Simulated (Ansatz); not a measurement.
Stepwise reaction of `[Cl][Ge][Cl]` with methanol, as a gas-phase model of exchange steps in deposition or etching. ΔE in kJ/mol; ΔG adds harmonic PBE0-D4 terms to CCSD(T)/CBS, at 1 bar.

Computed with Ansatz on PBE0-D4/def2-TZVP structures; ΔE is electronic, products minus reactants. CCSD(T)/CBS is the MP2 limit (def2-TZVPP, def2-QZVPP) plus CCSD(T) − MP2 in def2-TZVPP, frozen cores. This one scheme is used for every species. DFT in def2-TZVPP. B3LYP here is the variant with VWN-RPA as its local correlation; programs differ in this. For Ge outer-core shells are correlated without core-valence functions, which leaves a few kJ/mol of doubt a bond. Scalar relativity is left out up to krypton. One conformer a species, not always the lowest.

```
step                                       reaction  PBE-D4  B3LYP-D4  ωB97M-V  CCSD(T)/CBS  ΔG(400 K)
   2  `C[O][Ge][Cl]` + CH₃OH → `C[O][Ge][O]C` + HCl    45.9      44.2     42.6         39.6       37.0
```

Problem. Give the row of step 1, `[Cl][Ge][Cl]` + CH₃OH → `C[O][Ge][Cl]` + HCl. (Estimate.)

Solution. Computed: 
```json
{"step": "1", "reaction": "`[Cl][Ge][Cl]` + CH₃OH → `C[O][Ge][Cl]` + HCl", "PBE-D4": "25.0", "B3LYP-D4": "22.7", "ωB97M-V": "22.5", "CCSD(T)/CBS": "19.9", "ΔG(400 K)": "16.6"}
```

Problem. By hand: ΔE of the 2 steps together at CCSD(T)/CBS.

Solution. (19.9) + (39.6) = 59.5 kJ/mol, or 29.8 kJ/mol a step.

In ΔE each step is higher than the one before. All are uphill at CCSD(T)/CBS. ΔG lies between 16.6 and 37.0 kJ/mol a step. PBE-D4 differs from CCSD(T)/CBS by 5.1 to 6.3 kJ/mol a step. Isolated molecules leave out the surface, adducts and barriers. Largest T1 diagnostic: 0.015.
